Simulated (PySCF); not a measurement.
One of the candidates below gave these computed data.

All candidates are C7H13N.

| technique | computed result |
| --- | --- |
| UV, first state | lowest singlet excitation: 7.70 eV (161 nm, f = 0.000) [TDDFT CAM-B3LYP/def2-SVPD] |
| Dipole | 4.11 D [CAM-B3LYP/def2-SVPD] |
| Rotational structure | rotational constants A, B, C: 2.176, 1.758, 1.652 GHz [PBE0-D3(BJ)/def2-SVP] |
| Polarisability | 86.7 au [CAM-B3LYP/def2-SVPD] |
| UV, strongest line | among the 6 lowest singlet transitions: S6 at 9.22 eV (134 nm, f = 0.017) [TDDFT CAM-B3LYP/def2-SVPD] |

Electronic properties: PySCF, gas phase, density fitting. Levels stand in brackets. Isolated species at its PBE0-D3(BJ)/def2-SVP geometry (one conformer only).

Task: Which candidate is it?
A. `CC(C)=NC1CCC1`
B. `C1CCN(C2CC2)C1`
C. `CC(C)C(C)(C)C#N`
D. `[H]/N=C/[C@H](C)C/C=C/C`

Result: C. It is `CC(C)C(C)(C)C#N`. Numbering: `[CH3:1][CH:2]([CH3:3])[C:4]([CH3:5])([CH3:6])[C:7]#[N:8]`. Its formula, C7H13N, gives 2 degrees of unsaturation: 0 rings and 2 π bonds in the structure found. The optimised geometry has point group Cs and is an asymmetric top.

The others, at the same levels:
- `C1CCN(C2CC2)C1` fails: its computed lowest singlet excitation is 6.25 eV (199 nm, f = 0.028) (against 7.70 eV), rotational constant A is 4.290 GHz (against 2.176 GHz) and smallest rotational constant is 1.298 GHz (against 1.652 GHz).
- `[H]/N=C/[C@H](C)C/C=C/C` fails: its computed lowest singlet excitation is 5.35 eV (232 nm, f = 0.004) (against 7.70 eV), strongest line among the 6 lowest singlet transitions is S3 at 6.92 eV (179 nm, f = 0.153) (against S6 at 9.22 eV) and static isotropic polarisability is 94.6 au (against 86.7 au).
- `CC(C)=NC1CCC1` fails: its computed lowest singlet excitation is 5.04 eV (246 nm, f = 0.001) (against 7.70 eV), strongest line among the 6 lowest singlet transitions is S3 at 7.10 eV (175 nm, f = 0.272) (against S6 at 9.22 eV) and static isotropic polarisability is 92.0 au (against 86.7 au).

Each candidate is one conformer, not necessarily the lowest. Dipoles, sizes and rotational constants follow the conformer. The torsions of the flexible species, by atom-mapped SMILES:
- `[CH3:1][CH:2]([CH3:3])[C:4]([CH3:5])([CH3:6])[C:7]#[N:8]`: C1–C2–C4–C5 -57°
- `[H]/[N:8]=[CH:7]/[C@@H:5]([CH2:4]/[CH:3]=[CH:2]/[CH3:1])[CH3:6]`: C2–C3–C4–C5 -114°, C3–C4–C5–C6 -61°, C4–C5–C7–N8 114°
- `[CH3:1][C:2]([CH3:3])=[N:4][CH:5]1[CH2:6][CH2:7][CH2:8]1`: C2–N4–C5–C6 -89°

The conformers of `C1CCN(C2CC2)C1` aren't listed.
